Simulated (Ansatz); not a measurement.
A run for Ansatz (a first-principles code): R-CCSD(T)/def2-TZVPP on AsF2H2In (SMILES [F][In]([F])[AsH2]), a point of a torsion scan. Elements past Kr take the def2 small-core potentials; no spin–orbit coupling. The run froze 25 orbitals, filled d shells among them.

Ansatz 0.2 input:
```yaml
crystal:
  periodic: [false, false, false]
  atoms:
    - {symbol: F, position_ang: [-2.47873844, -1.52155519, 0.16338484]}
    - {symbol: In, position_ang: [-0.99920474, -0.17556214, 0.00854906]}
    - {symbol: F, position_ang: [-1.55713699, 1.72879504, -0.33624965]}
    - {symbol: As, position_ang: [1.55717793, -0.63062210, 0.18746374]}
    - {symbol: H, position_ang: [1.75727791, 0.52638809, -0.75045933]}
    - {symbol: H, position_ang: [1.58378954, 0.33203396, 1.34637004]}
basis:
  gaussian:
    orbitals: def2-TZVPP
magnetization: {spin_polarized: false}
correlation: {method: ccsd_t, electrons: outside_noble_gas}
scf: {lower_state_search: off}
```

Program output:

```
WARN ansatz: RAYON_NUM_THREADS=1 ignored (pool sized by the plan → 1); use --threads N
Functional definition: HF
these checks for a lower state are left out or cut short: stability, starts, cluster_reference, orbital_swaps, neighbouring_geometries, increment
integrals: 0.66 GiB planned
1365 factors; integrals over basis functions are off by at most 9.7e-4 eV
mean field: 0.74 GiB planned
mean field evaluation 1: about -71387.1648 eV, gradient 4.9e1 eV
mean field evaluation 2: about -71387.2319 eV, gradient 4.9e1 eV
mean field evaluation 4: about -71392.0455 eV, gradient 3.1e0 eV
mean field evaluation 8: about -71392.1277 eV, gradient 3.5e-1 eV
mean field evaluation 16: about -71392.1287 eV, gradient 1.7e-6 eV
mean field -71392.12870757 eV, -2623.6123386803 hartree, gradient 1.7e-6 eV, S^2 0.000000; 0 other end points of the search recorded, 0 dependent functions left out
25 core orbitals not correlated, not the lowest: weight in the atoms' cores, before any rotation towards them, 0.961 or more for the frozen orbitals, at most 0.025 for the correlated occupied ones
reference -71392.12870757 eV, -2623.6123386803 hartree; 12, 12 occupied and 151, 151 virtual orbitals, 1365 factors
second order -19.74025270 eV of doubles, -0.00000000 eV of singles
coupled cluster: 1.60 GiB planned
cycle   1  -19.56737408 eV  change    1.7e-1 eV  update   1.2e-1
cycle   2  -20.03663969 eV  change   -4.7e-1 eV  update   4.6e-2
cycle   3  -20.19049313 eV  change   -1.5e-1 eV  update   2.3e-2
cycle   4  -20.17814726 eV  change    1.2e-2 eV  update   6.2e-3
cycle   5  -20.17136562 eV  change    6.8e-3 eV  update   2.7e-3
cycle   6  -20.17248781 eV  change   -1.1e-3 eV  update   9.1e-4
cycle   7  -20.17236147 eV  change    1.3e-4 eV  update   3.0e-4
cycle   8  -20.17208878 eV  change    2.7e-4 eV  update   1.2e-4
cycle   9  -20.17210190 eV  change   -1.3e-5 eV  update   4.1e-5
cycle  10  -20.17215732 eV  change   -5.5e-5 eV  update   1.7e-5
cycle  11  -20.17212986 eV  change    2.7e-5 eV  update   7.5e-6
perturbative correction -0.67712822 eV, -0.0248840029 hartree
Total energy: -71412.97796565 eV, -2624.3785347826 hartree
Checks for a lower state left out: stability, starts, cluster_reference, orbital_swaps, neighbouring_geometries, increment
```

The calculation finished and met its thresholds.

Cost: around 90 core-seconds (rough).
